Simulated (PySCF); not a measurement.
Atoms are numbered as in `[CH3:1][C:2]([CH3:3])([CH3:4])[n:5]1[n:6][n:7][cH:8][c:9]1[SiH3:10]`. Each H is labelled by its parent atom.

Non-relativistic, one computed conformer, rapidly exchanging positions averaged, no solvent. Geometry: GFN2-xTB; σ from GIAO-PBE0/pcSseg-1; PySCF 2.14.0 with density-fitted response routines.

δ = σ(ref) − σ, references computed at the same level: TMS for ¹³C and ¹H and ²⁹Si; ¹⁵N vs NH3.

```csv
atoms,nucleus,count,δ (ppm)
N5,¹⁵N,1,297.6
H(C1)/H(C3)/H(C4),¹H,9,1.77
C1/C3/C4,¹³C,3,?
N7,¹⁵N,1,380.7
Si10,²⁹Si,1,-85.0
H(C8),¹H,1,?
N6,¹⁵N,1,415.7
H(Si10),¹H,3,4.72
C9,¹³C,1,126.1
C8,¹³C,1,150.8
C2,¹³C,1,?
```

Q: Estimate the values marked ?.

A: 
- C2: 58.1 ppm, fully substituted sp3 carbon bonded to N; deshielded by the electronegative neighbour
- C1/C3/C4: 32.4 ppm, methyl carbon; aliphatic region, no heteroatom directly attached
- H(C8): 7.98 ppm, hydrogen on an aromatic CH next to a ring nitrogen; the ring current deshields protons in the ring plane

Shifts are as computed. Against solution values, carbons near 30 ppm lie about +3 ppm off and those near 130 ppm about +5 ppm. Of 1211 compounds with measured shifts, 218 miss one by over three times the rms of a fit or turn the order of signals round; such compounds aren't used in these exercises. Experimental scales use liquid or dissolved standards, which lie at an offset from isolated NH3 (liquid NH3: subtract about 20 ppm). Unscaled 15N shifts of sp2 nitrogen come out 20 to 40 ppm too high even then.
